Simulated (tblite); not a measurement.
C2H9ClSi3.
SMILES with atom numbers: `[Cl:1][C@@H:2]1[CH2:3][SiH2:4][SiH2:5][SiH2:6]1` (hydrogens: H7 on C2; H8, H9 on C3; H10, H11 on Si4; H12, H13 on Si5; H14, H15 on Si6)

A start from a force field or distance geometry was refined with tblite, GFN2-xTB geometry optimisation, gas phase. Values at the start:

```csv
coordinate,start
Cl1–C2,1.777 Å
C2–C3,1.487 Å
C2–Si6,1.884 Å
C2–H7,1.098 Å
C3–Si4,1.857 Å
C3–H8,1.095 Å
C3–H9,1.124 Å
Si4–Si5,2.259 Å
Si4–H10,1.466 Å
Si4–H11,1.439 Å
Si5–Si6,2.253 Å
Si5–H12,1.447 Å
Si5–H13,1.454 Å
Si6–H14,1.465 Å
Si6–H15,1.461 Å
Cl1–C2–C3,107.9°
Cl1–C2–Si6,105.6°
C2–C3–Si4,110.0°
C2–Si6–Si5,96.0°
C3–C2–Si6,107.2°
C3–Si4–Si5,99.3°
Si4–Si5–Si6,93.4°
Cl1–C2–C3–Si4,-49°
Cl1–C2–Si6–Si5,60°
C3–Si4–Si5–Si6,2°
Si4–Si5–Si6–C2,24°
```

Problem. How do these coordinates change at the GFN2-xTB level?

Solution. 
| coordinate | GFN2-xTB (Å or °) | change |
| --- | --- | --- |
| Si4–Si5 | 2.330 | +0.071 |
| Si5–Si6 | 2.324 | +0.071 |
| C3–Si4 | 1.923 | +0.066 |
| C2–Si6 | 1.932 | +0.048 |
| C3–H9 | 1.092 | -0.032 |
| C2–C3 | 1.518 | +0.031 |
| Cl1–C2 | 1.805 | +0.028 |
| Si4–H11 | 1.466 | +0.027 |
| Si5–H12 | 1.470 | +0.023 |
| Si5–H13 | 1.468 | +0.014 |
| Si6–H15 | 1.472 | +0.011 |
| C2–H7 | 1.092 | -0.006 |
| Si4–H10 | 1.470 | +0.004 |
| Si6–H14 | 1.464 | -0.001 |
| C3–H8 | 1.094 | -0.001 |
| C3–C2–Si6 | 114.0 | +6.8 |
| Si4–Si5–Si6 | 96.1 | +2.7 |
| C2–C3–Si4 | 112.7 | +2.7 |
| C3–Si4–Si5 | 98.6 | -0.7 |
| C2–Si6–Si5 | 96.5 | +0.5 |
| Cl1–C2–C3 | 108.3 | +0.4 |
| Cl1–C2–Si6 | 105.3 | -0.3 |
| Cl1–C2–Si6–Si5 | 76 | +16 |
| Cl1–C2–C3–Si4 | -61 | -12 |
| Si4–Si5–Si6–C2 | 15 | -9 |
| C3–Si4–Si5–Si6 | 7 | +5 |

The energy falls by 13.8 kcal/mol over 77 L-BFGS steps, the largest force on an atom goes from 2.32 to 0.008 eV/Å, and the atoms move by 0.223 Å rms after alignment. Among the bonds, Si4–Si5 and Si5–Si6 change most and about equally (+0.071 Å). Bonds longer at the end by more than 0.005 Å: 10 of 15; shorter: 2. Among the dihedrals that turn most is Cl1–C2–Si6–H15, from 176° to -164°. Rotational constants go from 1794, 1573, 1233 to 1751, 1403, 1053 MHz.

The run took 0.54 s of wall time on Arm Neoverse V2, one thread (shared host).

Its GFN2-xTB frequencies are all real (lowest 61 cm⁻¹). The numbers are those of one conformer.

All values are computed, not measured.
